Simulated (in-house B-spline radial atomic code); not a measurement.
Configurations of Ho7+, with energies counted from [Kr] 4d10 4f9 5s2 5p3. Computed with a radial B-spline atomic code at the basis-set limit: Dirac-Hartree-Fock, average of configuration, Fermi nucleus of rms radius 5.2022 fm. Energies include first-order Breit, QED and recoil terms.

Occupations are held fixed; configurations that lie above the ionisation limit could autoionise.

| configuration | E - E(ref) (eV) | highest orbital | its <r> (bohr) |
| --- | --- | --- | --- |
| [Kr] 4d10 4f8 5s2 5p3 6s1 | 46.183 | 6s1/2 | 2.338 |
| [Kr] 4d10 4f8 5s2 5p3 6d1 | 70.213 | 6d5/2 | 3.142 |
| [Kr] 4d10 4f8 5s2 5p3 9s1 | 97.688 | 9s1/2 | 8.034 |
| [Kr] 4d10 4f8 5s2 5p3 7g1 | 100.02 | 7g7/2 | 7.728 |
| [Kr] 4d10 4f8 5s2 5p3 9d1 | 101.83 | 9d5/2 | 9.732 |
| [Kr] 4d10 4f9 5s2 5p2 8d1 | 102.69 | 8d5/2 | 7.206 |
| [Kr] 4d10 4f9 5s2 5p2 8g1 | 110.63 | 8g7/2 | 10.53 |
| [Kr] 4d10 4f9 5s2 5p2 9g1 | 113.54 | 9g7/2 | 13.69 |
| [Kr] 4d9 4f9 5s2 5p3 7g1 | 269.24 | 7g7/2 | 7.724 |

Task: Order these further configurations by energy, lowest first.
A. [Kr] 4d10 4f9 5s2 5p2 7d1
B. [Kr] 4d9 4f9 5s2 5p3 7s1
C. [Kr] 4d10 4f10 5s2 5p2
D. [Kr] 4d10 4f9 5s2 5p2 6d1
E. [Kr] 4d10 4f9 5s2 5p2 9d1

Result: C (13.076 eV), D (77.047 eV), A (93.604 eV), E (108.26 eV), B (244.51 eV).

Task: How far above the reference does [Kr] 4d10 4f9 5s2 5p2 6g1 lie?

Result: 99.896 eV; its least bound orbital is 6g7/2 with <r> = 5.352 bohr.

Task: How far above the reference does [Kr] 4d10 4f8 5s2 5p3 7s1 lie?

Result: 75.318 eV; its least bound orbital is 7s1/2 with <r> = 3.87 bohr.

Task: How far above the reference does [Kr] 4d10 4f8 5s2 5p3 8g1 lie?

Result: 104.26 eV; its least bound orbital is 8g7/2 with <r> = 10.5 bohr.
